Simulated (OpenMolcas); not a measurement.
## Fe2+: ligand-field states by method

Fe2+ with 6 ligands (water) in octahedral coordination (Th) at 2.14 Å. Ligand basis ANO-RCC-VDZP.

| Item | Value |
| --- | --- |
| Program | OpenMolcas |
| Basis | ANO-RCC-VDZP [5s4p2d1f] |
| Scalar Hamiltonian | DKH2, point nucleus |
| Active space | 6 electrons in 5 orbitals (3d) |
| State averaging | 2S+1 = 5 even, 5 roots; 2S+1 = 3 even, 45 roots; 2S+1 = 1 even, 50 roots |
| Spin-orbit coupling | RASSI with atomic mean-field integrals over the reference wave functions |

I. CASSCF
II. SS-CASPT2, IPEA 0.25 Eh, imaginary shift 0.1 Eh (closed shells correlated: 3s 3p and the ligand valence shells)
III. SS-CASPT2, IPEA 0.25 Eh, imaginary shift 0.1 Eh (closed shells correlated: the ligand valence shells only)

Spin-free states (labels of O, taken over from Oh, the nearest higher group) in cm-1, each column counted from its own energy of the first state listed:

| State | Degeneracy | I | II | III |
| --- | --- | --- | --- | --- |
| 5T2 | 3 | 0 | 0 | 0 |
| 5E | 2 | 7278 | 8480 | 8270 |
| 3T1 | 3 | 17574 | 14940 | 15850 |
| 3T2 | 3 | 20528 | 17840 | 19030 |
| 1A1 | 1 | 22505 | 19690 | 20000 |
| 3T1 | 3 | 23004 | 20510 | 21860 |
| 3E | 2 | 25685 | 23520 | 24870 |
| 3T2 | 3 | 25710 | 22390 | 23880 |
| 3T1 | 3 | 26458 | 22320 | 24260 |
| 1T1 | 3 | 27494 | 24020 | 25280 |
| 3A2 | 1 | 30136 | 26570 | 28220 |
| 3T2 | 3 | 30165 | 26690 | 28430 |
| 3T1 | 3 | 30811 | 29200 | 30460 |
| 3E | 2 | 31810 | 29870 | 31180 |
| 1T2 | 3 | 32153 | 28900 | 30670 |
| 1E | 2 | 34392 | 30930 | 32230 |
| 3A1 | 1 | 34423 | 32370 | 33700 |
| 1A1 | 1 | 35365 | 31000 | 32700 |
| 3T1 | 3 | 36782 | 36020 | 37050 |
| 1T2 | 3 | 36966 | 33200 | 35240 |

From I to II, I's first state of the same spin (5E) moves from 7278 to 8480 cm-1, by about +1200 cm-1.

From I to II, I's first state of another spin (3T1) moves from 17574 to 14940 cm-1, by about -2600 cm-1.

χT at 300 K: I 4.11, II 4.09, III 4.09 cm3 K/mol.

Roots that are degenerate in the reference are averaged as groups; the widest CASPT2 spread within a group is 620 cm-1 (the 3-fold group of multiplicity 1 near 24000 cm-1 above the lowest state of its run, II). Shifts and gaps below about the spread of the groups concerned are not significant. Over all roots computed the reference weight is 0.69 to 0.71 in II, 0.71 to 0.72 in III; a low but even weight reflects the number of correlated electrons. An orbital triplet at a regular site is open to Jahn-Teller coupling, which can distort the site and quench the lowest spin-orbit gaps and is left out. Ligand-to-metal charge-transfer states are missing. Without dynamic correlation the repulsion within the d shell is too large (B by tens of per cent), so at a given field states of lower spin stand too high (holds for I). With no ligand orbital active B as a rule stays too high, so bands that hang on it stand too high and its fall with covalency is understated (holds for I). With metal d orbitals alone and no dynamic correlation the field as a rule comes out too small, by tens of per cent, by up to half for chloride and softer ligands, and with too little covalency χT stands high (holds for I). A single d shell leaves out the double-shell effect, which counts most for late 3d ions, where the CASPT2 field can be off either way by tens of per cent (holds for II; III). These CASPT2 states fit no ligand-field parameters well, so their order and spin gaps are uncertain (holds for II; III). For late 3d ions with one d shell CASPT2 can put B and the spin-flip bands somewhat low as well as high (holds for II; III). With one d shell and no ligand orbital active, 10Dq can be off by tens of per cent for divalent 3d ions, low with halides held by bare charges and at times high in hosts (holds for II; III). Free-ion shares, where given, are those of the reference states; single-state CASPT2 does not remix them (holds for II; III). No measured value stands beside these numbers; the geometry is a model, was not optimised and need not be the one that this ion takes.
